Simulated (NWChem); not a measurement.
TiH₂S₂F₂; SMILES [F][Ti]([F])([SH])[SH]

```xyz
7

Ti     0.0000     0.0000     0.3980
F      0.1230    -1.4557     1.3163
F     -0.1230     1.4557     1.3163
S      1.8486     0.0264    -0.9250
H      1.4833     1.2328    -1.4242
S     -1.8486    -0.0264    -0.9250
H     -1.4833    -1.2328    -1.4242
```
Atoms are numbered in this order, from 1.

Program: NWChem. Pople sets run with spherical d functions. Geometry: optimised at PBE0/def2-SVP. No frequency run checked for a minimum.

For level Hartree-Fock/3-21G:

| Quantity | Result |
|---|---|
| highest occupied level (eV) | -11.04 |
| orbital gap (eV) | 11.09 |
| dipole (D) | 0.09 |

How do the values read with level Hartree-Fock/6-31G* instead?

The highest occupied level (eV) is -10.65 and the orbital gap (eV) comes out as 11.38. The dipole (D) is 0.63.
